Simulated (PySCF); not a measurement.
A search over the determinants of TlB

Unrestricted PBE0; PySCF, scalar-relativistic core potentials, basis sets Tl cc-pVDZ-PP with ECP60, B cc-pVDZ. Outer shells of the fragments: Tl 5d10 6s2 6p1; B 2s2 2p1.

Followed along the bond (rough minima from three points):

```
2Ms+1  unpaired  ⟨S²⟩ at the start  R at minimum (Å)  Te (eV)
    3  σ ↑, π ↑               2.00              2.49     0.00
    3      π ↑↑               2.01              2.27     0.11
    1  σ ↓, π ↑               1.01              2.49     0.19
    1      π ↑↓               1.01              2.28     0.32
    1      none               0.00              2.30     1.02
```

Solutions found at the starting distance of 2.245 Å, counted from the lowest of them; the search is not exhaustive and high or unbound solutions are not listed, so other states can lie among these:

| 2Ms+1 | unpaired | term | E (eV) | ⟨S²⟩ | ⟨Lz²⟩ | μ (D) |
| --- | --- | --- | --- | --- | --- | --- |
| 3 | π ↑↑ | ³Σ⁻ | 0.00 | 2.01 | 0.00 | -2.59 |
| 3 | σ ↑, π ↑ | ³Π | 0.07 | 2.00 | 1.00 | -1.61 |
| 1 | π ↑↓ | mixed | 0.21 | 1.01 | 2.01 | -2.51 |
| 1 | σ ↓, π ↑ | mixed | 0.26 | 1.01 | 1.00 | -1.65 |
| 1 | none | mixed | 0.92 | 0.00 | 2.00 | -2.12 |
| 3 | π ↑↑ | mixed | 2.45 | 2.01 | 2.01 | 0.21 |
| 3 | σ ↑↑, π ↑↓ | mixed | 2.97 | 3.01 | 2.01 | -2.23 |
| 1 | σ ↓↓, π ↑↑ | mixed | 3.60 | 2.00 | 0.00 | -2.36 |
| 3 | σ ↑, π ↑ | mixed | 3.68 | 2.41 | 1.00 | -2.30 |
| 1 | σ ↓, π ↑ | mixed | 4.53 | 1.23 | 1.15 | -2.55 |

A term symbol is given only where ⟨S²⟩ and ⟨Lz²⟩ are close to those of a pure state; real π, δ and φ orbitals otherwise mix terms. A positive dipole means Tl(−)B(+).

**Question.** Compare the gap between the two lowest followed solutions at the starting distance with the gap between their minima.

**Answer.** At PBE0 the second solution (triplet, unpaired electrons π ↑↑) lies -0.07 eV from the first (triplet, unpaired electrons σ ↑, π ↑) at 2.245 Å and +0.11 eV at the minima; the two curves relax by different amounts, since their minima lie near 2.27 and 2.49 Å.

These are scalar-relativistic numbers at best; spin–orbit coupling would shift them, the dissociation energy most. Counting both spins, an empty level lies below a filled one in some of these solutions, because spin and occupation are held.
